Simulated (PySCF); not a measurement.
GaF2I, SMILES [I][Ga]([F])[F]. Geometry optimised at B3LYP-D3(BJ)/def2-SVP. The def2 effective core potentials stand for the cores of I; spin–orbit coupling is left out.

Computed equilibrium geometry at B3LYP-D3(BJ)/def2-SVP (PySCF confirms it by a frequency run) as Cartesian coordinates in Å, and its point group:
point group C2v.
```xyz
4

Ga     0.0000     0.0000    -1.1120
F      0.0000     1.4702    -2.0488
F      0.0000    -1.4702    -2.0488
I      0.0000     0.0000     1.3462
```
Charge 0, spin multiplicity 1.
